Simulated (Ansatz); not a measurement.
A set of 12 reactions (silylene loss), with CCSD(T)/CBS values in kJ/mol:

| reaction | ΔE |
| --- | --- |
| `[SiH3][GaH2]` → `[GaH3]` + `[SiH2]` | 255.8 |
| `F[CH]([AlH2])[SiH2][SiH3]` → `F[CH]([AlH2])[SiH3]` + `[SiH2]` | 238.4 |
| `C[S][GeH2][SiH3]` → `C[S][GeH3]` + `[SiH2]` | 256.5 |
| `C=[CH][GeH2][SiH3]` → `C=[CH][GeH3]` + `[SiH2]` | 254.0 |
| `O=C[SiH](F)[SiH3]` → `O=C[SiH2]F` + `[SiH2]` | 233.2 |
| `FB(F)N[SiH3]` → `NB(F)F` + `[SiH2]` | 279.5 |
| `FC/C=N\[SiH3]` → `N=CCF` + `[SiH2]` | 259.7 |
| `[SiH3][Al]([Cl])[Cl]` → `[Cl][AlH][Cl]` + `[SiH2]` | 247.5 |
| `CO[SiH](O)O[SiH3]` → `CO[SiH](O)O` + `[SiH2]` | 339.4 |
| `BN([SiH3])[SiH3]` → `BN[SiH3]` + `[SiH2]` | 276.5 |
| `CCSS[SiH3]` → `CCSS` + `[SiH2]` | 295.0 |
| `B[Si](F)(F)F` → `BF` + `F[Si]F` | 133.1 |

Computed with Ansatz on PBE0-D4/def2-TZVP structures; ΔE is electronic, products minus reactants. CCSD(T)/CBS is the MP2 limit (def2-TZVPP, def2-QZVPP) plus CCSD(T) − MP2 in def2-TZVPP, frozen cores. This one scheme is used for every species. Functionals use def2-TZVPP. B3LYP here is the variant with VWN-RPA as its local correlation; programs differ in this. For Ga, Ge outer-core shells are correlated without core-valence functions, which leaves a few kJ/mol of doubt a bond. Scalar relativity is left out up to krypton. Each species was taken in one conformer, which may not be the lowest.

(1) Give the mean, mean absolute and largest difference (level minus CCSD(T)/CBS, kJ/mol) for: r2SCAN-D4, PBE0-D4, B3LYP-D4, ωB97X-V, ωB97M-V, PBE, r2SCAN, B3LYP, MP2/def2-TZVPP, CCSD/def2-TZVPP, CCSD(T)/def2-TZVPP, SCS-MP2/def2-QZVPP, MP2/CBS(def2), CCSD/CBS(def2). (Best estimate.)

The largest T1 diagnostic in the set is 0.015, for `F[Si]F` (customary mark 0.02).

CCSD(T)/CBS is a level of theory with its own doubt, and the functionals carry their triple-zeta basis error, so these figures describe this set and don't rank the functionals.

Answers

(1) The calculation gave: 
| level | mean | mean absolute | largest |
| --- | --- | --- | --- |
| r2SCAN-D4 | 20.1 | 20.1 | 27.1 |
| PBE0-D4 | 12.4 | 12.4 | 22.3 |
| B3LYP-D4 | -4.6 | 4.7 | -16.4 |
| ωB97X-V | 8.5 | 8.5 | 12.9 |
| ωB97M-V | -8.2 | 8.2 | -19.9 |
| PBE | -4.4 | 10.7 | -24.7 |
| r2SCAN | 17.9 | 17.9 | 24.9 |
| B3LYP | -18.0 | 18.0 | -27.2 |
| MP2/def2-TZVPP | 10.4 | 10.4 | 16.1 |
| CCSD/def2-TZVPP | -11.4 | 11.4 | -16.0 |
| CCSD(T)/def2-TZVPP | -7.3 | 7.3 | -9.5 |
| SCS-MP2/def2-QZVPP | 3.3 | 4.5 | 11.6 |
| MP2/CBS(def2) | 17.6 | 17.6 | 25.0 |
| CCSD/CBS(def2) | -4.2 | 4.6 | -6.5 |
